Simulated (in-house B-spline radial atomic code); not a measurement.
**RPA and G0W0 on BLYP: the iodine ion I⁷⁺**

Configuration [Kr] 4d10, mean-field start BLYP. Computed with an all-electron radial atomic-structure program (B-spline basis): all electrons, scalar-relativistic (spin-free one-electron X2C), finite nucleus, each spin shell either full or empty, empty states to l = 9 with an (l + 1/2)⁻⁴ tail; G0W0 by contour deformation at full frequency.

Command:
```bash
python run_gw.py task.json out
```
Settings (radii: box in bohr, nucleus in fm):
```
Z                        53
electrons                46
configuration            [Kr] 4d10
hamiltonian              x2c
method                   b88,lyp
lmax                     9
rms_radius               4.75
spin_polarised           False
box_radius               8.41
intervals                66
```

Time taken, with all properties: 4.2 s on 1 thread of Arm Neoverse N1, on a shared host.

Energies (hartree):

```tsv
term	value
mean-field total	-7104.39847
Hartree-Fock functional on these orbitals	-7101.53693
direct second order	-4.1405
second-order exchange	1.1447
SOSEX correction	1.0797
```

Task: What is the RPA correlation energy, and what remains with SOSEX?

Result: RPA gives -3.7112 hartree (-2.2 eV per electron); RPA + SOSEX gives -2.6314, and the second-order doubles -2.9958 hartree (no singles). SOSEX takes back 29 % of the RPA value.

Quasi-particle levels (eV):

| level | occupied | mean field | Σx - vxc | Σc | QP weight | G0W0 |
| --- | --- | --- | --- | --- | --- | --- |
| 4d | yes | -139.52 | -12.54 | ? | ? | ? |
| 5s | no | -95.30 | 9.58 | -2.34 | 0.983 | -88.07 |

G0W0 = mean field + (Σx - vxc) + Σc, with Σc (partial-wave tail included) taken at the quasi-particle energy. Only the outer levels were computed. Levels of low weight are left out.

Task: Where does G0W0 put 4d?

Result: At -151.89 eV, with Σc = 0.16 eV and a quasi-particle weight of 0.964. The tabulated removal energy is 150.81 ± 0.1 eV (NIST, measured); the calculation leaves out spin-orbit coupling, Breit and QED terms, and what these don't explain is the method's own error.
